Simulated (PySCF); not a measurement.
## Cost of excited-state runs on SMILES [GeH2]1[CH]=CC=[CH]1, C₄H₆Ge

Geometry:
```
atom   x (Å)   y (Å)   z (Å)
  C1  -0.900   0.715  -0.422
  C2   0.321   1.278  -0.333
 Ge3   1.541  -0.097   0.304
  C4   0.068  -1.366   0.361
  C5  -1.036  -0.711  -0.048
  H6  -1.786   1.266  -0.757
  H7   0.513   2.321  -0.588
  H8   2.173   0.203   1.675
  H9   2.656  -0.466  -0.692
 H10   0.059  -2.417   0.656
 H11  -2.021  -1.188  -0.113
```

PySCF with density fitting, on 1 thread of an Arm Neoverse N1, shared host. Command: `OMP_NUM_THREADS=1 python excited_run.py task.json out`

Question: How long does each of these runs take, and how much memory?
- magnetisability and related constants, B3LYP/6-31G; usual settings
- magnetisability and related constants, B3LYP/Sadlej pVTZ; usual settings
- magnetisability and related constants, B3LYP/pcSseg-0; usual settings
- magnetisability and related constants, B3LYP/pcseg-1; usual settings
- magnetisability and related constants, OPBE/aug-pcSseg-1; usual settings
- magnetisability and related constants, mPW1PW91/aug-pcSseg-1; writes grids

Answer: 
| run | level | basis functions | wall time | peak memory (GiB) |
| --- | --- | --- | --- | --- |
| magnetisability and related constants | B3LYP/6-31G | 75 | 12 s | 0.64 |
| magnetisability and related constants | B3LYP/Sadlej pVTZ | 214 | 51 s | 0.83 |
| magnetisability and related constants | B3LYP/pcSseg-0 | 73 | 10 s | 0.55 |
| magnetisability and related constants | B3LYP/pcseg-1 | 113 | 18 s | 0.6 |
| magnetisability and related constants | OPBE/aug-pcSseg-1 | 208 | 54 s | 0.77 |
| magnetisability and related constants | mPW1PW91/aug-pcSseg-1 | 208 | 49 s | 0.83 |

Times from a shared host are rough.
